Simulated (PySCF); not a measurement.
CH6AlBO4, SMILES [OH][Al]([CH2]B(O)O)[OH].

Geometry: PBE0-D3(BJ)/def2-SVP. The structure was generated by enumeration; whether it is a known compound was not checked. One conformer was computed; it need not be the lowest.

Method: M06-2X/def2-TZVP (PySCF).

Gas-phase values at a fixed geometry.

Estimate the frontier levels, gap, dipole moment and polarisability. (Estimate from the structure and the level; the computed values follow.)


```json
{
 "highest_occupied_level": "-9.58 eV",
 "lowest_empty_level": "0.14 eV",
 "orbital_gap": "9.73 eV",
 "dipole_moment": "2.05 D",
 "quadrupole, principal values (traceless, Buckingham form, about the centre of nuclear charge)": "-6.09, 1.27, 4.81 D·Å",
 "mean_static_polarisability": "59.7 bohr³ (8.85 Å³)",
 "polarisability_principal_values": "49.0, 59.4, 70.8 bohr³"
}
```
